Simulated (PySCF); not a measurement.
PySCF input file for silanone anion (H₂OSi), SMILES O=[SiH2] (connectivity only; charge and spin as stated), charge -1, multiplicity 2, PBE-D3(BJ)/def2-TZVPD. Coordinates come from a PBE-D3(BJ)/def2-TZVPD optimisation. The spin state was assumed, not searched.

```python
import numpy as np
from pyscf import gto, scf, dft, df
from pyscf.hessian import thermo

mol = gto.M(
    atom='''
    Si    0.46352290    0.11012410   -0.00000000
    O    -1.11676009   -0.06252075    0.00000000
    H     1.22238006   -0.52078566   -1.19474111
    H     1.22238006   -0.52078566    1.19474112
    ''',
    basis='def2-TZVPD',
    charge=-1,
    spin=1,
    max_memory=1600,
    verbose=3,
)
mf = dft.UKS(mol, xc='pbe').density_fit(auxbasis='def2-universal-jkfit')
mf.disp = 'd3bj'
mf.grids.level = 3
mf.conv_tol = 1e-11
mf.max_cycle = 100
mf.kernel()
fine, coarse = mf.grids, dft.Grids(mol).set(level=1).build(with_non0tab=True)
for _ in range(3):  # follow internal instabilities
    mf.grids = coarse
    mo, _, stable, _ = mf.stability(return_status=True, nroots=4)
    mf.grids = fine
    if stable:
        break
    mf.kernel(mf.make_rdm1(mo, mf.mo_occ))

# [left out here: the lines that compute and print the analytic Hessian (its translational invariance restored by hand, since the grid's response is missing), thermochemistry and intensities]
```

Program output:

```

WARN: HOMO -0.164545657372393 >= LUMO -0.164545657372379

converged SCF energy = -365.751599274721  <S^2> = 0.75273911  2S+1 = 2.0027372
<class 'pyscf.df.df_jk.DFUKS'> wavefunction is stable in the internal stability analysis

WARN: DFTD3 does not support analytical Hessian, using finite difference


WARN: Mole.unit (angstrom) is changed to Bohr

Mode                                 0                   1                   2
Irrep
Freq [cm^-1]                      658.7963            688.6862            903.8015
Reduced mass [au]                   1.1824              1.2012              1.0899
Force const [Dyne/A]                0.3024              0.3357              0.5245
Char temp [K]                     947.8613            990.8661           1300.3691
Normal mode                   x     y     z       x     y     z       x     y     z
       0  Si                 0.00  0.00  0.05   -0.02 -0.06  0.00    0.00  0.02  0.00
       1   O                 0.00 -0.00 -0.07   -0.02  0.05 -0.00   -0.06 -0.00 -0.00
       2   H                -0.58 -0.19 -0.21    0.38  0.51 -0.01    0.45 -0.30  0.41
       3   H                 0.58  0.19 -0.21    0.38  0.51  0.01    0.45 -0.30 -0.41
Mode                                 3                   4                   5
Irrep
Freq [cm^-1]                     1006.1875           1829.9659           1832.7559
Reduced mass [au]                   9.8283              1.0300              1.0511
Force const [Dyne/A]                5.8626              2.0323              2.0801
Char temp [K]                    1447.6798           2632.9136           2636.9277
Normal mode                   x     y     z       x     y     z       x     y     z
       0  Si                 0.11  0.01 -0.00    0.02 -0.02  0.00   -0.00  0.00  0.04
       1   O                -0.19 -0.02  0.00    0.00 -0.00 -0.00   -0.00  0.00 -0.00
       2   H                -0.07  0.07 -0.13   -0.33  0.25  0.56    0.33 -0.28 -0.53
       3   H                -0.07  0.07  0.13   -0.33  0.25 -0.56   -0.33  0.28 -0.53
temperature 298.1500 [K]
pressure 101325.00 [Pa]
Rotational constants [GHz] 135.06808 16.95751 15.88428
Symmetry number 1
Zero-point energy (ZPE) 0.01577 [Eh]   41391.948 [J/mol]
                           tot       elec      trans        rot        vib
Entropy [J/mol/K]       248.610      5.763    156.523     82.504      3.820
Cv [J/mol/K]             36.121      0.000     12.472     12.472     11.178
Cp [J/mol/K]             44.436      0.000     20.786     12.472     11.178
Internal energy [J/mol]                      3718.434   3718.434  42282.689
Internal energy [Eh]   -365.73266  -365.75160
Enthalpy [J/mol]                             6197.391   3718.434  42282.689
Enthalpy [Eh]          -365.73172
Gibbs free energy [J/mol]                  -40469.803 -20880.044  41143.666
Gibbs free energy [Eh] -365.75995
mode   freq/cm-1   IR/(km/mol)
   1      658.80        28.409
   2      688.69        77.450
   3      903.80        44.144
   4     1006.19       137.258
   5     1829.97       358.295
   6     1832.76       567.462
max |gradient| / (hartree/bohr): 2.4450567002638524e-05
APT charges: [ 0.556  -0.855  -0.3505 -0.3505]
```

Self-consistency was reached.
